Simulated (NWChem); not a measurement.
System: Si2H5, doublet; SMILES [SiH2][SiH3]

Input file for NWChem:

```
start job
memory heap 200 mb stack 900 mb global 1100 mb
geometry units angstroms noautosym nocenter noautoz
  Si     0.118272    -1.223441     0.089336
  Si     0.037146     1.106756     0.021802
  H      1.066328    -1.837982    -0.891213
  H     -1.217679    -1.891084     0.003263
  H     -0.850393     1.595110     1.120812
  H      1.414596     1.648376     0.230105
  H     -0.487566     1.627150    -1.281265
end
basis spherical
  * library 6-31g*
end
dft
  odft
  mult 2
  xc bhlyp
  iterations 150
end
property
  hyperfine
end
task dft property
```

NWChem printed, in part:

```
             Northwest Computational Chemistry Package (NWChem) 7.3.0
             --------------------------------------------------------

                             Geometry "geometry" -> ""
                             -------------------------

 Output coordinates in angstroms (scale by  1.889725989 to convert to a.u.)

  No.       Tag          Charge          X              Y              Z
 ---- ---------------- ---------- -------------- -------------- --------------
    1 Si                  14.0000     0.11827200    -1.22344100     0.08933600
    2 Si                  14.0000     0.03714600     1.10675600     0.02180200
    3 H                    1.0000     1.06632800    -1.83798200    -0.89121300
    4 H                    1.0000    -1.21767900    -1.89108400     0.00326300
    5 H                    1.0000    -0.85039300     1.59511000     1.12081200
    6 H                    1.0000     1.41459600     1.64837600     0.23010500
    7 H                    1.0000    -0.48756600     1.62715000    -1.28126500

 Effective nuclear repulsion energy (a.u.)      82.4588738020

                              NWChem Property Module
                              ----------------------

  itol2e modified to match energy
  convergence criterion.

                                 NWChem DFT Module
                                 -----------------

 Summary of "ao basis" -> "ao basis" (spherical)
 ------------------------------------------------------------------------------
       Tag                 Description            Shells   Functions and Types
 ---------------- ------------------------------  ------  ---------------------
 Si                          6-31g*                  8       18   4s3p1d
 H                           6-31g*                  2        2   2s

  itol2e modified to match energy
  convergence criterion.

[...]

          ----------------------
          Hyperfine Interactions
          ----------------------

 Total Spin Density (Fermi Contact Term)
 ------------------ --------------------
     Atom            x         y         z       Density (a.u.)      Aiso(MHz)     Aiso(Gauss)
     1  29-Si     0.22350  -2.31197   0.16882       0.405919       -360.751586    -128.724919
     2  29-Si     0.07020   2.09147   0.04120       0.017732        -15.759197      -5.623264
     3   1-H      2.01507  -3.47328  -1.68415       0.001097          4.901613       1.749015
     4   1-H     -2.30108  -3.57363   0.00617       0.001091          4.875710       1.739772
     5   1-H     -1.60701   3.01432   2.11803      -0.000561         -2.508163      -0.894973
     6   1-H      2.67320   3.11498   0.43484      -0.000569         -2.542349      -0.907172
     7   1-H     -0.92137   3.07487  -2.42124       0.015383         68.760022      24.535244

           -------------------------------------------
           Anisotropic Interaction (Spin-Dipolar Term)
           -------------------------------------------

 ------------------------------------------------------------
     Atom            x         y         z
 ------------------------------------------------------------
     1  29-Si     0.22350  -2.31197   0.16882

   Spin-Dipolar term (a.u.)
        xx             yy             zz             xy             xz             yz
 ------------------------------------------------------------------------------------------
      -0.449639      -0.597138       1.046777      -0.200208       0.708247      -0.503230

   Principal Comp. of -hf- tensor (au)            Anisotropic -hfcc- (MHz)               Anisotropic -hfcc- (Gauss)
 --------------------------------------------------------------------------------------------------------------------------
     -0.731683    -0.738994     1.470678      77.619949    78.395531  -156.015480      27.696681    27.973428   -55.670109

   Orientation of the principal axis of Hyperfine Tensor w.r.t absolute (molecular) frame
 --------------------------------------------------------------------------------------------------------------------------
      0.931034     0.071370     0.357885
      0.023260     0.967090    -0.253369
     -0.364189     0.244220     0.898734

 ------------------------------------------------------------
     Atom            x         y         z
 ------------------------------------------------------------
     2  29-Si     0.07020   2.09147   0.04120

   Spin-Dipolar term (a.u.)
        xx             yy             zz             xy             xz             yz
 ------------------------------------------------------------------------------------------
      -0.016557       0.057382      -0.040825       0.010835      -0.012289       0.031744

   Principal Comp. of -hf- tensor (au)            Anisotropic -hfcc- (MHz)               Anisotropic -hfcc- (Gauss)
 --------------------------------------------------------------------------------------------------------------------------
     -0.011471     0.067332    -0.055861       1.216856    -7.142826     5.925970       0.434204    -2.548734     2.114530

   Orientation of the principal axis of Hyperfine Tensor w.r.t absolute (molecular) frame
 --------------------------------------------------------------------------------------------------------------------------
      0.930502     0.084004     0.356523
      0.022131     0.958674    -0.283646
     -0.365616     0.271823     0.890189

[...]
```

Level: BHandHLYP/6-31G* (spherical d), spin-unrestricted, contact and dipolar terms. The geometry was optimised at PBE0/def2-SVP, spin-unrestricted. No stability test was run on the SCF state.
